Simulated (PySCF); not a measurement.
# Gas-phase XPS of Si(GeH3)2Cl2, computed

Species: Si(GeH3)2Cl2.
Structure used (PBE0-D3(BJ)/def2-SVP), in Å, numbered top down from 1:
```
atom  x, y, z in Å
Si1   -0.612    0.001   -0.524
Ge2   -0.996   -0.042    1.825
H3    -0.303   -1.274    2.434
H4    -2.509   -0.122    2.082
H5    -0.424    1.232    2.471
Ge6    1.642    0.022   -1.280
H7     2.362   -1.249   -0.796
H8     2.362    1.262   -0.721
H9     1.646    0.068   -2.816
Cl10  -1.542    1.691   -1.301
Cl11  -1.529   -1.675   -1.343
```

Level of theory: PySCF 2.14.0, delta-SCF UKS SCAN, pcX-2 on the ionised atom, pcseg-1 elsewhere, spin-free X2C. Each binding energy is the total energy of the core-ionised species, with the hole localised on one atom, minus that of the ground state; both are solved self-consistently, so orbital relaxation is included.

Q: What binding energy does each computed site have?

A: 
```json
{"atom(s)": "Si1", "bonded to": "2 Cl and 2 Ge", "level": "Si 2p3/2", "binding energy (eV)": "108.08", "2p1/2 (eV)": "108.71", "count": "1"}
{"atom(s)": "Si1", "bonded to": "2 Cl and 2 Ge", "level": "Si 1s", "binding energy (eV)": "1848.04", "2p1/2 (eV)": "–", "count": "1"}
{"atom(s)": "Cl10/Cl11", "bonded to": "Si", "level": "Cl 2p3/2", "binding energy (eV)": "205.89", "2p1/2 (eV)": "207.55", "count": "2"}
{"atom(s)": "Cl10/Cl11", "bonded to": "Si", "level": "Cl 1s", "binding energy (eV)": "2828.48", "2p1/2 (eV)": "–", "count": "2"}
```

Q: Which photon energy gives electrons from Si 2p3/2 of Si1 a kinetic energy of 100 eV, and what is their de Broglie wavelength?

A: hν = 108.08 + 100 = 208.08 eV, recoil neglected; λ = 12.264 Å/√(E/eV) = 1.23 Å.

Q: What is the longest wavelength that can ionise Si 2p3/2 of Si1 vertically?

A: λ = hc/E = 12398.42 eV Å / 108.08 eV = 114.715 Å.

The first atom of each set that the bonding makes equivalent was ionised and stands for the set. The 2p values add to the ΔSCF energy of one spin-free hole a correction within the shell (spin–orbit coupling, ligand field). 2p1/2 minus 2p3/2 (ligand field included): Si 0.63 eV, Cl 1.65 eV. No level of germanium is listed. Isolated species at its PBE0-D3(BJ)/def2-SVP geometry, gas phase.

On one thread of an Intel Xeon 6975P-C (shared host), this took 19 s wall and 0.57 GiB of memory at its peak.
